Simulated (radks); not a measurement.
Task: Radial electron density D(r) = 4 pi r^2 rho(r) of an atom or ion with 48 electrons. Calculated with a radial shooting solver on a logarithmic mesh with Libxc functionals: scalar-relativistic Kohn-Sham, PBE, spin-polarised, spherical densities, finite nucleus; Fermi nuclear charge, rms radius of each element as measured or else 0.836 A^(1/3) + 0.57 fm.

```
   r/bohr * D(r) (the largest magnitude, 78.3, reaches the edge; | marks zero)
 0.003863 |        *
 0.005152 |             *
 0.006927 |                   *
 0.009238 |                           *
  0.01232 |                                  *
  0.01643 |                                        *
   0.0221 |                                          *
  0.02947 |                                        *
  0.03931 |                                    *
  0.05242 |                                       *
  0.07048 |                                                *
  0.09401 |                                                      *
   0.1254 |                                               *
   0.1672 |                                     *
   0.2248 |                                        *
   0.2999 |                                           *
      0.4 |                             *
   0.5335 |             *
   0.7172 |            *
   0.9566 |             *
    1.276 |       *
    1.702 |   *
    2.288 | *
    3.051 |*
     4.07 *
    5.428 *
    7.298 *
    9.734 *
```

What is the nuclear charge?

Result: Z = 48. The innermost maximum, from 1s, lies near gamma/Z bohr with gamma = sqrt(1 - (Z/c)^2) = 0.937, here 0.0195 bohr (found: 0.0214), and its height grows with Z. The density is that of neutral cadmium in [Kr] 4d10 5s2; the configuration itself is not fixed sharply by these data, and Z only to a few units. D(r) has 4 maxima, at r = 0.0214, 0.0940, 0.279, 0.842 bohr, and minima at 0.0419, 0.183, 0.621 bohr, inside which lie 2.00, 11.15, 29.04 electrons.
